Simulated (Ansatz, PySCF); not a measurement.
H₈Si₄, SMILES [SiH2]1[SiH2][SiH2][SiH2]1.

Geometry: PBE0-D3(BJ)/def2-SVP.

Vertical ionisation energy (IE) and electron affinity (EA) in eV. Rows of orbital energies are one-electron estimates. Where ΔSCF, EOM or ADC give a negative EA the extra electron is unbound and the value depends on the basis.

```
level                                                                   IE     EA
--------------------------------------------------------------------  ----  -----
−ε(HOMO), −ε(LUMO), HF/def2-TZVP (PySCF)                              9.50  -2.36
−ε(HOMO), −ε(LUMO), PBE/def2-TZVP (PySCF)                             6.45   1.84
ΔSCF, PBE0/def2-TZVPD (Ansatz), final states of multiplicity 2 and 2  9.09  -0.38
ΔSCF, PBE/def2-TZVPD (Ansatz), final states of multiplicity 2 and 2   8.94  -0.27
```

Q: What vertical singlet–triplet gap does ΔSCF give with PBE0/def2-TZVPD (Ansatz, a program for electronic structure) and with PBE/def2-TZVPD (Ansatz)? (The exact figures need the calculation; the answer reports its results.)

A: 4.68 and 4.42 eV (triplet above singlet where positive).
